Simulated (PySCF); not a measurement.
Bonds (- single, = double, # triple, : aromatic): C1-O2 1.417 Å, O2-C3 1.335 Å, C3=C4 1.333 Å, C4-C5 1.497 Å, C5-F6 1.399 Å, C5-Si7 1.919 Å, Si7-F8 1.607 Å, Si7-O9 1.640 Å, O9-C3 1.373 Å. C1 carries H10, H11, H12; C4 carries H13; C5 carries H14; Si7 carries H15. Stereochemistry as in COC1=C[C@@H](F)[Si@H](F)O1.

- geometry from GFN2-xTB
- shieldings: GIAO PBE0/pcSseg-1
- program: PySCF 2.14.0 with density-fitted response routines
- one computed conformer, fast rotation and ring inversion assumed for equivalent nuclei, non-relativistic Hamiltonian, in vacuum

Q: Predict the 2D correlation tables (HSQC, COSY, HMBC).

A: 

HSQC (one-bond C–H):
| δH | δC |
| --- | --- |
| 5.77 (H14) | 93.3 (C5) |
| 4.83 (H13) | 81.7 (C4) |
| 3.92 (H10/H11/H12) | 55.8 (C1) |

COSY cross peaks (H two or three bonds apart, from the bond graph; peaks can be absent where the dihedral angle is near 90°):
| δH | δH |
| --- | --- |
| 5.77 (H14) | 5.19 (H15) |
| 5.77 (H14) | 4.83 (H13) |

HMBC (two and three bonds, from the bond graph):
| δH | δC |
| --- | --- |
| 5.77 (H14) | 172.0 (C3), 81.7 (C4) |
| 5.19 (H15) | 172.0 (C3), 93.3 (C5), 81.7 (C4) |
| 4.83 (H13) | 172.0 (C3), 93.3 (C5) |
| 3.92 (H10/H11/H12) | 172.0 (C3) |

Scale: $^{1}$H (σref 31.72) and $^{13}$C (σref 186.93) vs TMS (reference shieldings calculated alike).

Shifts are as computed. Against solution values, carbons near 30 ppm lie about +3 ppm off and those near 130 ppm about +5 ppm. Of 1309 compounds with measured shifts, 239 miss one by over three times the rms of a fit or turn the order of signals round; such compounds aren't used in these exercises.
